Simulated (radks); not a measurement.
Task: The mean radii <r> (bohr) of the occupied orbitals of an atom or ion are listed with their occupations. Calculated with a radial shooting solver on a logarithmic mesh with Libxc functionals: Dirac Kohn-Sham, LDA (Slater exchange, Perdew-Wang correlation), spin-unpolarised, spherical densities, finite nucleus; Fermi nuclear charge, rms radius of each element as measured or else 0.836 A^(1/3) + 0.57 fm.

| orbital | occ. | <r> |
|---|---|---|
| 1s1/2 | 2 | 0.01775 |
| 2s1/2 | 2 | 0.07388 |
| 2p1/2 | 2 | 0.06096 |
| 2p3/2 | 4 | 0.06899 |
| 3s1/2 | 2 | 0.1843 |
| 3p1/2 | 2 | 0.1736 |
| 3p3/2 | 4 | 0.1864 |
| 3d3/2 | 1.6 | 0.1605 |
| 3d5/2 | 2.4 | 0.1645 |

Name the element and its charge. Open shells, if any, are shared by 2j + 1.

Result: Z = 76, osmium, charge +54: Os54+ in [Ar] 3d4. The 1s radius gives Z: for a bare nucleus <r> = (2 gamma + 1)/(2Z) with gamma = sqrt(1 - (Z/c)^2), 0.01753 bohr for Z = 76, and screening makes it slightly larger (0.01775 here). The occupations add up to 22, and the charge is Z minus that.
